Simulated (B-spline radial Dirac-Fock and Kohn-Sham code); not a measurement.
# Two-hole binding energies of I²⁺

System: I²⁺, [Kr] 4d10 5s2 5p3, inside a Watson sphere of charge -2 and radius 1.6 Å (a model of the Madelung potential; inside it an electron's potential energy is raised by 18.0 eV).

Calculated with a radial atomic solver, using Dirac-Fock ΔSCF + Breit + QED. U is the two-hole binding energy less the two single-hole energies, the effective repulsion of the holes after relaxation. Each two-hole energy is an average over J within one jj subconfiguration.

```
          holes  E(a) (eV)  E(b) (eV)  E(ab) (eV)  U (eV)
           1s⁻²    33181.9    33181.9     67230.9   867.1
   1s⁻¹ 2p1/2⁻¹    33181.9     4866.5     38295.3   246.9
   2s⁻¹ 2p1/2⁻¹     5208.5     4866.5     10208.1   133.1
        2p1/2⁻²     4866.5     4866.5      9910.4   177.3
   2s⁻¹ 3p1/2⁻¹     5208.5      947.7      6217.8    61.6
   2s⁻¹ 3p3/2⁻¹     5208.5      891.0      6159.0    59.5
   2p1/2⁻¹ 3s⁻¹     4866.5     1089.1      6015.5    59.9
   2s⁻¹ 3d3/2⁻¹     5208.5      644.6           ?       ?
2p3/2⁻¹ 3p1/2⁻¹     4571.7      947.7      5582.9    63.4
2p3/2⁻¹ 3d3/2⁻¹     4571.7      644.6      5282.5    66.1
        3p3/2⁻²      891.0      891.0      1828.0    45.9
        3d3/2⁻²      644.6      644.6      1340.6    51.3
        4d3/2⁻²      63.14      63.14       145.4    19.1
4d3/2⁻¹ 4d5/2⁻¹      63.14      61.44       143.9    19.4
```

Problem. Give the missing two-hole energy and U.

Solution. E(ab) = 5918.0 eV and U = 64.9 eV.
